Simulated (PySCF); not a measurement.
How methods differ on the ionisation energy of Ge

Ge [Ar] 3d10 4s2 4p2 (3P) → Ge⁺ [Ar] 3d10 4s2 4p1 (2P), as a difference of total energies. All numbers are calculated (PySCF 2.14, scalar relativity by spin-free X2C-1e, in jorge-DZP-DKH (8s6p2d1f, 43 functions)). Correlated levels: valence: [Ar] 3d10 frozen. The calculations carry no spin-orbit coupling.

```tsv
method	ionisation energy (eV)
UHF	7.336
PBE0	7.811
r2SCAN	7.952
MP2 (valence)	7.309
SCS-MP2 (valence)	7.264
CCSD (valence)	7.244
CCSD(T) (valence)	7.246
```

Errors of the correlated levels include the incompleteness of this basis and the frozen core.

Q: Which method comes closest to the reference value, and which is furthest?

A: The reference is 7.925 eV (measured; NIST levels, between the centres of gravity of the two terms). Closest: r2SCAN (error 0.027 eV); furthest: CCSD (valence) (error -0.681 eV).
